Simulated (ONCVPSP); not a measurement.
## Varying the ONCV potential for Si (Z = 14)

Base potential:

* Element: Si (Z = 14)
* Generator: ONCVPSP 4.0.1
* Type: optimised norm-conserving Vanderbilt (ONCV)
* Functional: PBE
* Relativity: scalar-relativistic
* Frozen core: [He]
* Valence charge: 12
* Reference configuration: 2s2 2p6 3s2 3p1 (charge +1)
* Partial waves: 2s+3s: rc 1.05 bohr, ncon 4, nbas 7, qcut 11.7 1/bohr, 2 projectors; 2p+3p: rc 0.90 bohr, ncon 4, nbas 8, qcut 15.6 1/bohr, 2 projectors
* Local potential: polynomial inside 0.75 bohr (lpopt 4, dvloc0 3 Ha)
* Core correction: Teter function, fcfact 1.75, rcfact 1.2

Cutoffs, loose and tight: the cutoffs (Ha) at which the residual kinetic energy of the hardest occupied pseudo-wave falls to 1 and 0.1 mHa per electron. They do not see the model core or the augmentation charge, which bear on the density cutoff. Test errors are all-electron minus pseudo excitation energies from the reference, over the configurations 2s2 2p6 3s2 3p2; 2s2 2p6 3s2 3p0; 2s2 2p6 3s1 3p0; 2s2 2p6 3s1 3p3. A dash means not determined; rows that change the core or the reference have their own tests.

| change | outcome | cutoff, loose | cutoff, tight | bound ghosts | GHOST(+) flags above zero | largest test error (meV) |
| --- | --- | --- | --- | --- | --- | --- |
| base | generated | 96 Ha | 109 Ha | none | none | -1.3 |
| p: rc 0.62; local potential polynomial inside 0.62 bohr (lpopt 4, dvloc0 3 Ha) | generated | 341 Ha | 542 Ha | none | none | -1.5 |
| p: rc 0.68; local potential polynomial inside 0.68 bohr (lpopt 4, dvloc0 3 Ha) | generated | 135 Ha | 421 Ha | none | none | -1.5 |
| p: rc 0.76 | generated | 111 Ha | 214 Ha | none | none | -1.4 |
| p: rc 0.86 | generated | 100 Ha | 113 Ha | none | none | -1.3 |
| p: rc 0.92 | generated | 95 Ha | 107 Ha | none | none | -1.3 |
| p: rc 1 | generated | 88 Ha | 100 Ha | none | none | -1.4 |
| p: rc 1.06 | generated | 84 Ha | 95 Ha | none | none | -1.6 |
| p: rc 1.16 | generated | 78 Ha | 90 Ha | none | none | -2.0 |
| p: rc 1.24 | generated | 72 Ha | 83 Ha | none | none | -3.0 |
| p: rc 1.32 | generated | 69 Ha | 80 Ha | none | none | -4.5 |

Reading the sweep of the p radius (base included, trends over the rows without a ghost): The loose cutoff falls from 341 Ha at 0.62 to 69 Ha at 1.32 bohr. A larger radius leaves more room for a smooth pseudo-wave, so fewer plane waves are needed; a smaller one forces it to follow the all-electron wave where it bends sharply. The median size of the test errors (rows with all tests solved) stays near 0.7 meV.
